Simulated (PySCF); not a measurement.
## 13C shifts, computed and measured

Computed: GIAO PBE0/pcSseg-1, IEF-PCM chloroform, PySCF SCF with an in-house response code, geometries PBE0-D3(BJ)/def2-SVP, one conformer, no vibrational averaging, against isolated TMS at the same level. Measured: against TMS, in the medium listed. The two scales can differ by a constant.

```
                                                                                                            compound (atom-mapped SMILES)        atom  computed / ppm  measured / ppm                                          medium
                                                [CH3:1][CH2:2][O:3][S:4](=[O:5])(=[O:6])[c:7]1[cH:8][cH:9][c:10]([CH3:11])[cH:12][cH:13]1          C2            64.5            66.9  not stated per compound (mostly CDCl3 or CCl4)
[S:1]=[P:2]([c:3]1[cH:4][cH:5][cH:6][cH:7][cH:8]1)([c:9]1[cH:10][cH:11][cH:12][cH:13][cH:14]1)[c:15]1[cH:16][cH:17][cH:18][cH:19][cH:20]1     C3/9/15           140.0           133.1                                        solution
                                               [O:1]=[C:2]([c:3]1[cH:4][cH:5][cH:6][cH:7][cH:8]1)[CH:9]1[CH2:10][CH2:11][CH2:12][CH2:13]1          C9            45.9            46.4  not stated per compound (mostly CDCl3 or CCl4)
                                              [cH:1]1[cH:2][cH:3][c:4]2[cH:5][c:6]3[cH:7][cH:8][cH:9][cH:10][c:11]3[cH:12][c:13]2[cH:14]1  C4/6/11/13           135.3           131.7                                           CDCl3
```

Give computed and measured shifts for these two.

```csv
compound (atom-mapped SMILES),atom
[O:1]=[P:2]([c:3]1[cH:4][cH:5][cH:6][cH:7][cH:8]1)([c:9]1[cH:10][cH:11][cH:12][cH:13][cH:14]1)[c:15]1[cH:16][cH:17][cH:18][cH:19][cH:20]1,C3/9/15
[CH3:1][C:2]([CH3:3])([CH3:4])[O:5][C:6](=[O:7])[c:8]1[cH:9][cH:10][cH:11][cH:12][cH:13]1,C2
```


| compound (atom-mapped SMILES) | atom | computed / ppm | measured / ppm | medium |
| --- | --- | --- | --- | --- |
| [O:1]=[P:2]([c:3]1[cH:4][cH:5][cH:6][cH:7][cH:8]1)([c:9]1[cH:10][cH:11][cH:12][cH:13][cH:14]1)[c:15]1[cH:16][cH:17][cH:18][cH:19][cH:20]1 | C3/9/15 | 140.8 | 135.6 | solution |
| [CH3:1][C:2]([CH3:3])([CH3:4])[O:5][C:6](=[O:7])[c:8]1[cH:9][cH:10][cH:11][cH:12][cH:13]1 | C2 | 80.4 | 80.7 | not stated per compound (mostly CDCl3 or CCl4) |

How well does this level do over the whole set?

Computed less measured averages 2.1 ppm, and the scatter about that mean is 3.4 ppm (rms) over 6 compounds.

Measured values: E. Pretsch, P. Bühlmann, M. Badertscher, Structure Determination of Organic Compounds, 4th ed., Springer 2009; Pretsch, Buehlmann, Badertscher, Structure Determination of Organic Compounds, 4th ed.; Stadelmann, Balmer, Riniker, Ebert, PCCP 2022.
